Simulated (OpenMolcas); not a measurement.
**OpenMolcas run: Sc**

Input:

```
&GATEWAY
Coord
1

Sc 0.0 0.0 0.0
Basis=ANO-RCC-VTZP
Group=XYZ
NoMove
AngMom=0.0 0.0 0.0
AMFI
&SEWARD
Relativistic=R04O02
* reference wave functions (RASSCF and RASSI steps not shown): 3 electrons in 6 orbitals (3d 4s)
>>> COPY JOB001 $Project.JobIph
&CASPT2
Multistate=10 1 2 3 4 5 6 7 8 9 10
Frozen=1 0
IPEA=0.4
Imaginary=0.1
MaxIter=60
WThr=0.0 0.3 0.05
PrWF=0.5
NoMix
>>> COPY JOB002 $Project.JobIph
&CASPT2
Multistate=29 1 2 3 4 5 6 7 8 9 10 11 12 13 14 15 16 17 18 19 20 21 22
23 24 25 26 27 28 29
Frozen=1 0
IPEA=0.4
Imaginary=0.1
MaxIter=60
WThr=0.0 0.3 0.05
PrWF=0.5
NoMix
```

Launched by
```bash
OMP_NUM_THREADS=1 MOLCAS_MEM=2252 MOLCAS_PROJECT=a pymolcas a.inp > a.log  # once for each step of the input, in one work folder
```

Output, cut to the results:

```
--- CASPT2 ---
Orbital specifications:
      -----------------------

      Symmetry species                           1   2
                                                ag  au
      Frozen orbitals                            1   0
      Inactive orbitals                          2   6
      Active orbitals                            6   0
      Secondary orbitals                        21  23
      Deleted orbitals                           0   0
      Number of basis functions                 30  29
Type of calculation                        MS-CASPT2
      Fock operator                              state-specific
      IPEA shift                                 0.40
      Real shift                                 0.00
      Imaginary shift                            0.10
      The input orbitals will be transformed to quasi-canonical
Reference energy:        -763.2496178376
      E2 (Non-variational):      -0.3367208920
      Shift correction:          -0.0003072816
      E2 (Variational):          -0.3370281736
      Total energy:            -763.5866460112
      Residual norm:              0.0000008528
      Reference weight:           0.93170
      Contributions to the CASPT2 correlation energy
      Active & Virtual Only:         -0.0149608612
      One Inactive Excited:          -0.0964201480
      Two Inactive Excited:          -0.2253398828
Reference energy:        -763.2496178376
      E2 (Non-variational):      -0.3368670596
      Shift correction:          -0.0003232306
      E2 (Variational):          -0.3371902901
      Total energy:            -763.5868081277
      Residual norm:              0.0000001037
      Reference weight:           0.93124
      Contributions to the CASPT2 correlation energy
      Active & Virtual Only:         -0.0149735772
      One Inactive Excited:          -0.0964959324
      Two Inactive Excited:          -0.2253975500
::    CASPT2 Root  1     Total energy:   -763.58664601
::    CASPT2 Root  2     Total energy:   -763.58680813
::    CASPT2 Root  3     Total energy:   -763.58911383
::    CASPT2 Root  4     Total energy:   -763.58829726
::    CASPT2 Root  5     Total energy:   -763.58864955
::    CASPT2 Root  6     Total energy:   -763.58670053
::    CASPT2 Root  7     Total energy:   -763.58662898
::    CASPT2 Root  8     Total energy:   -763.55643155
::    CASPT2 Root  9     Total energy:   -763.55643153
::    CASPT2 Root 10     Total energy:   -763.55643146
::    MS-CASPT2 Root  1     Total energy:   -763.58933007
::    MS-CASPT2 Root  2     Total energy:   -763.58897698
::    MS-CASPT2 Root  3     Total energy:   -763.58826158
::    MS-CASPT2 Root  4     Total energy:   -763.58722288
::    MS-CASPT2 Root  5     Total energy:   -763.58689001
::    MS-CASPT2 Root  6     Total energy:   -763.58650227
::    MS-CASPT2 Root  7     Total energy:   -763.58577721
::    MS-CASPT2 Root  8     Total energy:   -763.55641905
::    MS-CASPT2 Root  9     Total energy:   -763.55640122
::    MS-CASPT2 Root 10     Total energy:   -763.55635754
--- CASPT2 ---
Orbital specifications:
      -----------------------

      Symmetry species                           1   2
                                                ag  au
      Frozen orbitals                            1   0
      Inactive orbitals                          2   6
      Active orbitals                            6   0
      Secondary orbitals                        21  23
      Deleted orbitals                           0   0
      Number of basis functions                 30  29
Type of calculation                        MS-CASPT2
      Fock operator                              state-specific
      IPEA shift                                 0.40
      Real shift                                 0.00
      Imaginary shift                            0.10
      The input orbitals will be transformed to quasi-canonical
Reference energy:        -763.2665130025
      E2 (Non-variational):      -0.3610839861
      Shift correction:          -0.0011490209
      E2 (Variational):          -0.3622330069
      Total energy:            -763.6287460094
      Residual norm:              0.0000002436
      Reference weight:           0.89372
      Contributions to the CASPT2 correlation energy
      Active & Virtual Only:         -0.0408439248
      One Inactive Excited:          -0.0794819517
      Two Inactive Excited:          -0.2407581096
Reference energy:        -763.2665130025
      E2 (Non-variational):      -0.3606370275
      Shift correction:          -0.0011435350
      E2 (Variational):          -0.3617805624
      Total energy:            -763.6282935649
      Residual norm:              0.0000002271
      Reference weight:           0.89435
      Contributions to the CASPT2 correlation energy
      Active & Virtual Only:         -0.0405011951
      One Inactive Excited:          -0.0793812735
      Two Inactive Excited:          -0.2407545588
::    CASPT2 Root  1     Total energy:   -763.62874601
::    CASPT2 Root  2     Total energy:   -763.62829356
::    CASPT2 Root  3     Total energy:   -763.62859034
::    CASPT2 Root  4     Total energy:   -763.62875656
::    CASPT2 Root  5     Total energy:   -763.62827615
::    CASPT2 Root  6     Total energy:   -763.56973678
::    CASPT2 Root  7     Total energy:   -763.57160987
::    CASPT2 Root  8     Total energy:   -763.56629805
::    CASPT2 Root  9     Total energy:   -763.57415775
::    CASPT2 Root 10     Total energy:   -763.57103831
::    CASPT2 Root 11     Total energy:   -763.56761029
::    CASPT2 Root 12     Total energy:   -763.56637705
::    CASPT2 Root 13     Total energy:   -763.56377386
::    CASPT2 Root 14     Total energy:   -763.56356284
::    CASPT2 Root 15     Total energy:   -763.56350386
::    CASPT2 Root 16     Total energy:   -763.56365292
::    CASPT2 Root 17     Total energy:   -763.56398363
::    CASPT2 Root 18     Total energy:   -763.54276555
::    CASPT2 Root 19     Total energy:   -763.54214716
...
```

Levels above the lowest, from the spin-orbit matrix with the multistate effective Hamiltonian, averaged by term, added to it:

```json
{"Configuration": "3d 4s2", "Term": "2D", "J": "3/2", "E (cm-1)": "0.0", "Measured (cm-1)": "0.0", "g": "0.800", "Term weight %": "97", "Second": "3 3d2 4s 2D"}
{"Configuration": "3d 4s2", "Term": "2D", "J": "5/2", "E (cm-1)": "137", "Measured (cm-1)": "168", "g": "1.200", "Term weight %": "97", "Second": "3 3d2 4s 2D"}
{"Configuration": "3d2 4s", "Term": "4F", "J": "3/2", "E (cm-1)": "9490", "Measured (cm-1)": "11520", "g": "0.399", "Term weight %": "100", "Second": ""}
{"Configuration": "3d2 4s", "Term": "4F", "J": "5/2", "E (cm-1)": "9530", "Measured (cm-1)": "11558", "g": "1.029", "Term weight %": "100", "Second": ""}
{"Configuration": "3d2 4s", "Term": "4F", "J": "7/2", "E (cm-1)": "9600", "Measured (cm-1)": "11610", "g": "1.239", "Term weight %": "100", "Second": ""}
{"Configuration": "3d2 4s", "Term": "4F", "J": "9/2", "E (cm-1)": "9680", "Measured (cm-1)": "11677", "g": "1.334", "Term weight %": "100", "Second": ""}
{"Configuration": "3d2 4s", "Term": "2F", "J": "5/2", "E (cm-1)": "13480", "Measured (cm-1)": "14926", "g": "0.857", "Term weight %": "100", "Second": ""}
{"Configuration": "3d2 4s", "Term": "2F", "J": "7/2", "E (cm-1)": "13610", "Measured (cm-1)": "15042", "g": "1.143", "Term weight %": "100", "Second": ""}
{"Configuration": "3d2 4s", "Term": "2D", "J": "5/2", "E (cm-1)": "15350", "Measured (cm-1)": "", "g": "1.202", "Term weight %": "96", "Second": "3 3d 4s2 2D"}
{"Configuration": "3d2 4s", "Term": "2D", "J": "3/2", "E (cm-1)": "15360", "Measured (cm-1)": "", "g": "0.800", "Term weight %": "96", "Second": "3 3d 4s2 2D"}
{"Configuration": "3d2 4s", "Term": "4P", "J": "1/2", "E (cm-1)": "16380", "Measured (cm-1)": "", "g": "2.670", "Term weight %": "100", "Second": ""}
{"Configuration": "3d2 4s", "Term": "4P", "J": "3/2", "E (cm-1)": "16410", "Measured (cm-1)": "", "g": "1.734", "Term weight %": "100", "Second": ""}
{"Configuration": "3d2 4s", "Term": "4P", "J": "5/2", "E (cm-1)": "16460", "Measured (cm-1)": "", "g": "1.599", "Term weight %": "99", "Second": ""}
{"Configuration": "3d2 4s", "Term": "2G", "J": "7/2", "E (cm-1)": "19440", "Measured (cm-1)": "", "g": "0.889", "Term weight %": "100", "Second": ""}
{"Configuration": "3d2 4s", "Term": "2G", "J": "9/2", "E (cm-1)": "19440", "Measured (cm-1)": "", "g": "1.111", "Term weight %": "100", "Second": ""}
{"Configuration": "3d2 4s", "Term": "2P", "J": "1/2", "E (cm-1)": "19520", "Measured (cm-1)": "", "g": "0.666", "Term weight %": "100", "Second": ""}
{"Configuration": "3d2 4s", "Term": "2P", "J": "3/2", "E (cm-1)": "19580", "Measured (cm-1)": "", "g": "1.334", "Term weight %": "100", "Second": ""}
```

Against the 7 measured excited levels shown (NIST Handbook of Basic Atomic Spectroscopic Data) the mean absolute deviation is 1600 cm-1; the largest miss in energy is 3d2 4s 4F 3/2: computed 9490, measured 11520 cm-1 (-17.6 %).

CASPT2 breaks the degeneracy within a term, and the mean is taken; among the terms shown or strongly mixed into the levels shown the widest spread is 1900 cm-1 (3d2 4s 2F). Terms from blocks run as CI alone lack orbitals of their own. A single d shell beside an s shell can misplace configurations of different d count against each other. The CASPT2 spread within a term exceeds the gap to the next term for 3d2 4s 2F and 3d2 4s 2D, 3d2 4s 2G and 3d2 4s 2P, so the order of their levels is uncertain, and so are names and mixing where such terms share a J. Measured partners are found by configuration, term and J. A level has none where our copy of the source lacks it or the pairing is in doubt (some pairs that miss far off the trend of their configuration count as doubtful), and it then counts in no deviation. Only configurations of the active space appear. The first state left out of the spin-orbit step lies near 33000 cm-1 above the lowest spin-free state of the reference (among the parities and spins computed), and the list stops at four fifths of that energy or lower.

The CASPT2 steps took 8.8 s on 1 thread of Intel(R) Xeon(R) 6975P-C (Granite Rapids) (shared host); the integral step is not counted.

The term weight is that of the spin-free term in the level, not the purity of its configuration.
